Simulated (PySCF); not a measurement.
C₄H₅Br, SMILES BrC1=CCC1.

Coordinates come from a PBE-D3(BJ)/def2-SVP optimisation.

Level of theory: TDDFT-PBE/def2-SVPD run with PySCF 2.14.0.

Vertical excitations.  State labels are in the subgroup Cs.

| state | symmetry | energy (eV) | λ (nm) | f | main pairs |
|---|---|---|---|---|---|
| S1 | A" | 5.39 | 230 | 0.000 | HOMO→LUMO+1 99 % |
| S2 | A" | 5.82 | 213 | 0.000 | HOMO−1→LUMO 100 % |
| S3 | A' | 5.83 | 213 | 0.163 | HOMO→LUMO 84 % |
| S4 | A" | 6.07 | 204 | 0.013 | HOMO→LUMO+2 100 % |
| S5 | A" | 6.48 | 191 | 0.003 | HOMO→LUMO+3 100 % |
| S6 | A' | 6.51 | 190 | 0.004 | HOMO−1→LUMO+1 98 % |
| S7 | A" | 6.79 | 183 | 0.003 | HOMO→LUMO+4 100 % |
| S8 | A' | 7.07 | 175 | 0.024 | HOMO−1→LUMO+2 96 % |
| S9 | A' | 7.18 | 173 | 0.028 | HOMO→LUMO+5 88 % |
| S10 | A" | 7.28 | 170 | 0.000 | HOMO−3→LUMO 87 % |
| T1 | A' | 3.99 | 311 | 0 | HOMO→LUMO 96 % |
| T2 | A" | 4.98 | 249 | 0 | HOMO→LUMO+1 100 % |
| T3 | A" | 5.71 | 217 | 0 | HOMO−1→LUMO 100 % |
| T4 | A' | 5.88 | 211 | 0 | HOMO−1→LUMO+1 99 % |
Triplets are in the Tamm–Dancoff approximation, which puts them higher than full response would, so one can lie above its singlet here.
